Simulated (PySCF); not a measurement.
# Ionisation energy of Ce⁴⁶⁺ by level of theory

Ce⁴⁶⁺ [Ne] 3s2 (1S) → Ce⁴⁷⁺ [Ne] 3s1 (2S), as a difference of total energies. Calculation: PySCF 2.14, in an uncontracted even-tempered set (16 s from 10 bohr⁻², ratio 2.5; 10 p from 13 bohr⁻², ratio 2.5; 4 d from 48 bohr⁻², ratio 2.7; 4 f from 72 bohr⁻², ratio 2.7); the non-relativistic Hamiltonian (point nucleus). Correlated levels: outer shells: 1s2 frozen; virtual orbitals above 40 to 60 times the deepest correlated orbital energy dropped. The calculations carry no spin-orbit coupling.

```tsv
method	ionisation energy (eV)
UHF	3697.5
LDA	3701.9
PBE	3704.2
PBE0	3702.8
r2SCAN	3697.2
B3LYP	3702.8
TPSS	3702.0
MP2 (outer shells)	3701.9
SCS-MP2 (outer shells)	3702.5
```

Problem. How much does correlation contribute at MP2 (outer shells)?

Solution. 3701.9 − (3697.5) = 4.4 eV, measured against UHF.

The gap to the reference is mostly relativistic.

For comparison: 3865 ± 4 eV (theoretical estimate listed by NIST; NIST Atomic Spectra Database, ionization energies).
